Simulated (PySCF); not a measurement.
Species: C6H7F3Si.
Numbering: `[CH3:1][C:2]1=[C:3]([C:4]([F:5])([F:6])[F:7])[CH:8]=[CH:9][SiH2:10]1` (hydrogens: H11, H12, H13 on C1; H14 on C8; H15 on C9; H16, H17 on Si10)

Cartesian coordinates in Å at the PBE0-D3(BJ)/def2-SVP level; atoms count from 1:
```xyz
17
C6H7F3Si angstrom
C      0.7049    1.9820    0.2560
C     -0.0720    0.7134    0.0894
C      0.3948   -0.5498   -0.0655
C      1.8371   -0.9645   -0.1227
F      2.1409   -1.4705   -1.3260
F      2.0941   -1.9251    0.7755
F      2.6855    0.0377    0.1121
C     -0.6056   -1.6370   -0.2117
C     -1.9091   -1.2952   -0.1739
Si    -1.9571    0.5510    0.0724
H      1.4015    2.1451   -0.5803
H      1.3154    1.9609    1.1721
H      0.0405    2.8552    0.3160
H     -0.2548   -2.6665   -0.3429
H     -2.7078   -2.0311   -0.2773
H     -2.5629    0.9953    1.3656
H     -2.5883    1.3296   -1.0367
```

Computed, not measured: PySCF, PBE0-D3(BJ)/def2-SVP geometry optimisation, gas phase.

Masses are those of the commonest isotopes; rigid-rotor values at the optimised geometry. 

Problem. Give the principal moments of inertia and the rotational constants in MHz.

Solution. Ia = 265.09, Ib = 581.63, Ic = 749.78 u·Å²; 505379 MHz·u·Å²/I gives A = 1906, B = 868.9, C = 674.0 MHz.

Problem. What kind of rotor is it?

Solution. An asymmetric top; Ray's κ = -0.684.

Problem. Is it planar, by Δ = Ic − Ia − Ib?

Solution. Not planar: Δ = Ic − Ia − Ib = -96.93 u·Å². For a rigid frame Δ = −2 Σ m c², so Σ m c² = 48.47 u·Å² lies off the ab plane: 4.53 from hydrogen and 43.93 from heavier atoms. The atom farthest from that plane is 1.23 Å away.

Problem. Where do the levels up to J = 2 lie, in K?

Solution. Above 0(0,0), as E/k:
J = 1: 1(0,1) 0.074, 1(1,1) 0.124, 1(1,0) 0.133
J = 2: 2(0,2) 0.221, 2(1,2) 0.263, 2(1,1) 0.291, 2(2,1) 0.440, 2(2,0) 0.441

Problem. Which types of transition are allowed, and where do some lines up to J = 3 fall?

Solution. The dipole components are |μa| = 1.86 D, |μb| = 0.47 D, |μc| = 0.01 D. The squared components, which scale the intensities, stand as 1.00 : 0.06 : 0.00 (a : b : c). Some lines, for components of 0.1 D or more:

```tsv
type	branch	J(Ka,Kc)	MHz	lower level (cm⁻¹)
b	R	3(1,2) ← 2(2,1)	1792	0.306
b	Q	3(1,2) ← 3(0,3)	1825	0.305
b	R	1(1,1) ← 0(0,0)	2580	0.000
a	R	2(1,2) ← 1(1,1)	2891	0.086
b	Q	3(2,1) ← 3(1,2)	2959	0.366
a	R	2(0,2) ← 1(0,1)	3061	0.051
b	Q	2(2,1) ← 2(1,2)	3697	0.183
b	R	2(1,2) ← 1(0,1)	3929	0.051
b	Q	3(2,2) ← 3(1,3)	4004	0.327
a	R	3(2,2) ← 2(2,1)	4629	0.306
a	R	3(1,2) ← 2(1,1)	4904	0.202
b	R	2(2,1) ← 1(1,0)	6393	0.093
b	R	3(2,2) ← 2(1,1)	7741	0.202
b	R	3(3,0) ← 2(2,1)	10320	0.306
```

No frequency check. No vibrational averaging or centrifugal distortion is included, and the geometry carries the error of its method. A rigid rotor knows nothing of internal rotation, which can split or shift real lines.
